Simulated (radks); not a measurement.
The numbers below are computed, except where a source is named.
Trend from C+ to Pb+: ionisation energy by Delta-SCF between NIST ground configurations, and size. Level of theory: Dirac Kohn-Sham, PBE, spin-unpolarised, spherical densities, point nucleus; open shells fill j = l - 1/2 first (a radial shooting solver on a logarithmic mesh with Libxc functionals).

species      configuration  IE (eV)  NIST (eV)  kind
C+            [He] 2s2 2p1   24.164     24.383  exp.
Si+           [Ne] 3s2 3p1   16.020     16.346  exp.
Ge+      [Ar] 3d10 4s2 4p1   15.605     15.935  exp.
Sn+      [Kr] 4d10 5s2 5p1   14.350     14.633  exp.
Pb+               [Hg] 6p1   14.828     15.032  exp.

Reference values: NIST Atomic Spectra Database (measured). Spin polarisation and multiplet splitting are left out, so open shells lie too high by an amount that depends on their filling. Nuclear size, the Breit interaction and QED, all absent here, shift the 1s and 2s values of heavy ions.

Beside tabulated values, note that spin-unpolarised runs miss the spin-polarisation part of the exchange energy of open shells.
